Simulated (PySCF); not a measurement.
**Identify the compound**

The spectra below were simulated for a compound C5H9N3.

1H NMR (600 MHz, computed): δ 7.75 (s, 1H), 3.92 (q, 2H), 2.50 (s, 3H), 1.32 (t, 3H).

13C{1H} NMR (computed): δ 151.8, 146.0, 41.0, 20.1, 12.4.

PySCF 2.14.0 with density-fitted response routines calculation with coordinates at the GFN2-xTB level and shieldings: GIAO PBE0/pcSseg-1; one conformer, non-relativistic, one averaged value for each set of equivalent atoms, gas phase.

Shifts are taken against calculated references (same method and geometry level): 1H and 13C against TMS.

Q: Propose a structure and justify it.

A: 
1. The formula gives 3 degrees of unsaturation (1 ring in the answer).
2. 5 carbon signals for 5 carbons: no two carbons are equivalent.
3. Carbon types of the structure: 1 × C, 1 × CH, 1 × CH2, 2 × CH3, which accounts for all hydrogens.
4. δC 151.8: substituted aromatic carbon next to a ring nitrogen.
5. δC 146.0: aromatic CH between two ring heteroatoms.
6. δC 41.0: sp3 CH2 bonded to N; pulled downfield by the heteroatom.
7. δC 20.1: methyl carbon; aliphatic region, no heteroatom directly attached.
8. δH 7.75: hydrogen on an aromatic CH between two ring heteroatoms; ring-current deshielding.
9. δH 3.92: hydrogen on an sp3 CH2 bonded to N; its carbon carries N, hence the downfield position.
10. δH 2.50: hydrogen on a methyl carbon on an aromatic ring; benzylic-type position, deshielded by the ring.

The compound is `n1ncn(CC)c1C`.

The shifts were computed for this structure.

Shifts are as computed. Against solution values, carbons near 30 ppm lie about +3 ppm off and those near 130 ppm about +5 ppm. Of 1211 compounds with measured shifts, 218 miss one by over three times the rms of a fit or turn the order of signals round; such compounds aren't used in these exercises. Multiplicities follow the n + 1 count of equivalent neighbours, as no J values were calculated; m marks all less simple cases, F and P coupling included.
